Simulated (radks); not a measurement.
Charge is removed step by step from the 4p down level of Ir28+, starting from [Ar] 3d10 4s2 4p(up 3, down 3) 4d10 4f3. All-electron calculation, scalar-relativistic Kohn-Sham, PBE, spin-polarised, spherical densities, finite nucleus; open shells are filled with parallel spins first (spin-orbit coupling, left out, can overturn this in heavy ions); Fermi nuclear charge, rms radius 5.4032 fm. Program: a radial shooting solver on a logarithmic mesh with Libxc functionals.

removed (e),E - E(0) (eV),eigenvalue (eV),E minus straight line (eV)
0,0.000,-1367.0,0.000
0.125,171.14,-1373.3,-2.779
0.25,343.07,-1379.7,-4.765
0.375,515.79,-1386.0,-5.959
0.5,689.31,-1392.4,-6.358
0.625,863.62,-1398.7,-5.962
0.75,1038.7,-1405.1,-4.771
0.875,1214.6,-1411.5,-2.784
1,1391.3,-1417.9,0.000

Removing the whole electron costs 1391.3 eV by Delta-SCF, against 1367.0 eV from minus the eigenvalue at the starting occupation. Slater's transition state (half an electron removed) gives 1392.4 eV. Integrating minus the eigenvalue over the occupation (Janak's theorem) gives 1392.4 eV. In this scalar-relativistic scheme the density is built from large components alone, so the theorem holds only approximately. The mean slope of the eigenvalue, de/dn, is 50.9 eV per electron.
